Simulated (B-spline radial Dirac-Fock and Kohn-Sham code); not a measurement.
# Relativistic shifts of the levels of Tl²⁵⁺

System: the Tl²⁵⁺ ion, [Kr] 4d10 4f10.

Both columns are ΔSCF binding energies of the configuration average from a radial atomic solver: non-relativistic Hartree-Fock with a point nucleus, and Dirac-Fock with a finite nucleus and the Coulomb interaction alone, averaged over the two j levels with weights 2j+1.

```
shell  Hartree-Fock (eV)  Dirac-Fock (eV)  shift (eV)  shift (%)
   1s            78260.5          86767.0    +8506.48     +10.87
   2s            13877.8          16175.3    +2297.48     +16.56
   2p            13362.5          14144.3     +781.89      +5.85
   3s             3890.5           4474.8     +584.29     +15.02
   3p             3646.8           3872.6     +225.79      +6.19
   3d             3197.9           3183.3      -14.60      -0.46
   4s             1402.1           1564.7     +162.64     +11.60
   4p             1293.3           1357.2      +63.93      +4.94
   4d             1093.7           1094.4       +0.73      +0.07
   4f              832.0            819.6      -12.38      -1.49
```

Relativity binds 1s, 2s, 2p, 3s, 3p, 4s, 4p, 4d more strongly, among those listed most of all 2s in relative terms, and 3d, 4f more weakly, because the contracted s and p shells screen the nucleus better.

Values without a named source are computed, but for edge energies of neutral atoms, which are taken from tables.
